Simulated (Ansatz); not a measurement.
GeH7N2+: structure from calculated spectroscopic constants

These gas-phase data were calculated for one isomer of GeH7N2+ at r2SCAN-D4/def2-SVP (harmonic, unscaled wavenumbers; equilibrium rotational constants with average atomic masses):

```
rotational constants            : 11.72, 5.643, 4.211 GHz
all wavenumbers above 1500 cm⁻¹ : 3680, 3572, 3536, 3535, 3418, 2260, 2230, 1620, 1612, 1539
```

Candidates:

(1) `N[NH2+][GeH3]`, a singlet
(2) `[NH2][GeH2][NH3+]`, a singlet

**Question.** Assign the data to one candidate and say why.

**Answer.** Candidate (2). 5 modes lie between 3250 and 3800 cm⁻¹, one for each N–H bond, while (1) has 4.

The same quantities for all candidates:

```tsv
	rotational constants (GHz)	wavenumbers above 1500 cm⁻¹	E above the lowest, r2SCAN-D4/def2-SVP (kcal/mol)
(1)	23.39, 3.527, 3.282	3585, 3483, 3461, 3332, 2267, 2251, 2218, 1667, 1627	48.6
(2)	11.72, 5.643, 4.211	3680, 3572, 3536, 3535, 3418, 2260, 2230, 1620, 1612, 1539	0.0
```

Harmonic stretches to hydrogen usually lie a few per cent above observed fundamentals. Each candidate is one conformer. Programs: Ansatz 0.2.0.
